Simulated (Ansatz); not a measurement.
`[NH2][Y]([F])[Cl]` + `C/C=C\F` → `[CH3][Y]([F])[Cl]` + `N/C=C\F`  (formal exchange of groups at a Y–N bond)

Computed with Ansatz on PBE0-D4/def2-TZVP structures; ΔE is electronic, products minus reactants. CCSD(T)/CBS is the MP2 limit (def2-TZVPP, def2-QZVPP) plus CCSD(T) − MP2 in def2-TZVPP, frozen cores. Double bonds are as drawn, so ΔE can hold a change between cis and trans. Functionals use def2-TZVPP. Elements past krypton have def2 core potentials. For Y outer-core shells are correlated without core-valence functions, which leaves a few kJ/mol of doubt a bond. Each species was taken in one conformer, which may not be the lowest.

`[NH2][Y]([F])[Cl]`:

Z-matrix (Å, degrees):
```
Y
F 1 1.991
Cl 1 2.482 2 125.6
N 1 2.117 2 115.5 3 179.9
H 1 2.845 2 99.0 3 179.9
H 1 2.839 2 132.2 3 179.8
```

`C/C=C\F`:

Z-matrix (Å, degrees):
```
C
C 1 1.489
H 1 1.094 2 110.9
H 1 1.094 2 110.9 3 118.6
H 1 1.090 2 111.5 3 -120.7
C 2 1.320 1 125.7 3 120.9
H 2 1.085 1 118.7 3 -59.1
F 6 1.342 2 122.5 1 -0.0
H 6 1.083 2 125.4 1 180.0
```

`[CH3][Y]([F])[Cl]`:

Z-matrix (Å, degrees):
```
C
Y 1 2.331
H 1 1.099 2 110.7
H 1 1.097 2 114.3 3 120.0
H 1 1.099 2 112.6 3 -117.7
F 2 1.982 1 114.3 3 -97.7
Cl 2 2.469 1 116.1 3 57.4
```

`N/C=C\F`:

Z-matrix (Å, degrees):
```
N
C 1 1.384
H 1 1.008 2 114.3
H 1 1.007 2 114.9 3 131.8
C 2 1.326 1 125.6 3 16.8
H 2 1.083 1 116.5 3 -167.4
F 5 1.352 2 120.4 1 -3.9
H 5 1.079 2 125.7 1 175.1
```

```csv
level,ΔE (eV)
PBE,1.41
SCS-MP2/def2-QZVPP,1.59
```

Question: What does CCSD(T)/CBS give? (Estimate.)

Answer: Ansatz gave: +1.53 eV. The listed levels differ from it by -0.12, 0.06 eV.

Largest T1 diagnostic among the species: 0.013.
